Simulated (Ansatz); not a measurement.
C$_{6}$H$_{12}$O$_{3}$, charge -1, doublet, at a GFN2-xTB geometry (a state made from the parent by changing its charge; the spin is typed, not shown lowest) (a gas-phase anion, which may not be bound at this level); MP2/STO-3G (Ansatz, a program for electronic structure).

Ansatz was given this input:
Ansatz 0.2 input:
```yaml
crystal:
  periodic: [false, false, false]
  atoms:
    - {symbol: C, position_ang: [3.02837726, 1.25865863, -0.05567488]}
    - {symbol: O, position_ang: [2.29640563, 0.08432616, 0.12022640]}
    - {symbol: C, position_ang: [0.93807368, 0.23940587, -0.27244349]}
    - {symbol: C, position_ang: [0.07635208, -0.94151080, 0.20697621]}
    - {symbol: C, position_ang: [0.64890599, -2.27225044, -0.28082145]}
    - {symbol: O, position_ang: [-1.22178217, -0.80629368, -0.25992180]}
    - {symbol: C, position_ang: [-2.02140714, 0.29773754, 0.38483942]}
    - {symbol: C, position_ang: [-2.89369560, 0.88273900, -0.72117115]}
    - {symbol: O, position_ang: [-1.42644936, 1.05132083, 1.24070842]}
    - {symbol: H, position_ang: [2.60311937, 2.08780157, 0.52644175]}
    - {symbol: H, position_ang: [3.05648339, 1.56331056, -1.11362965]}
    - {symbol: H, position_ang: [4.04599172, 1.06045452, 0.28582399]}
    - {symbol: H, position_ang: [0.87469961, 0.31877746, -1.37015341]}
    - {symbol: H, position_ang: [0.50312279, 1.14118400, 0.17682840]}
    - {symbol: H, position_ang: [0.08505485, -0.91437779, 1.31128330]}
    - {symbol: H, position_ang: [0.05923354, -3.09604081, 0.11496539]}
    - {symbol: H, position_ang: [0.60847695, -2.30701069, -1.36794039]}
    - {symbol: H, position_ang: [1.68132179, -2.36573447, 0.04646379]}
    - {symbol: H, position_ang: [-2.32546185, 1.47554106, -1.46012803]}
    - {symbol: H, position_ang: [-3.64155625, 1.53684625, -0.27183403]}
    - {symbol: H, position_ang: [-3.39551642, 0.07574331, -1.25645332]}
basis:
  gaussian:
    orbitals: STO-3G
total_charge: -1
magnetization: {spin_polarized: true, initial_magnetization: 1}
correlation: {method: mp2, electrons: outside_noble_gas}
accuracy: high
```

It wrote (shortened):

```
Functional definition: HF
1336 factors; integrals over basis functions are off by at most 1.5e-8 eV
mean field evaluation 1: about -12312.7884 eV, gradient 2.9e1 eV
mean field evaluation 2: about -12313.4496 eV, gradient 2.9e1 eV
mean field evaluation 4: about -12319.5713 eV, gradient 2.8e0 eV
mean field evaluation 8: about -12319.7601 eV, gradient 2.6e-1 eV
mean field -12319.76359529 eV, -452.7429614912 hartree, gradient 1.1e-8 eV, S^2 0.758389; 0 other end points of the search recorded, 0 dependent functions left out
9 core orbitals not correlated
reference -12319.76359529 eV, -452.7429614912 hartree; 28, 27 occupied and 20, 21 virtual orbitals, 1336 factors
second order -10.86459167 eV of doubles, -0.00000000 eV of singles
Total energy: -12330.62818696 eV, -453.1422278709 hartree
```
